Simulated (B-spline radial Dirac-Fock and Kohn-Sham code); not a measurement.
The M5 (3d5/2) hole of indium ions: width and yield against charge

These are calculated numbers from an atomic code on a B-spline grid; the model is independent-particle radiative and Coulomb Auger rates from relativistic LDA hole-state orbitals, with Dirac-Fock energies. Tabulated ground configurations, configuration averages; single configurations, so decays that open only by mixing (as 1s 2s² with 1s 2p² in Be-like ions) are missing and such tiny yields are far too low.

```tsv
ion	configuration	radiative (eV)	non-radiative (eV)	yield
In	[Kr] 4d10 5s2 5p1	0.000113	0.459	0.000247
In⁺	[Kr] 4d10 5s2	0.000112	0.461	0.000243
In²⁺	[Kr] 4d10 5s1	0.000112	0.466	0.000241
In³⁺	[Kr] 4d10	0.000113	0.472	0.000239
In⁶⁺	[Kr] 4d7	0.000124	0.357	0.000346
In⁷⁺	[Kr] 4d6	0.000128	0.310	0.000413
```
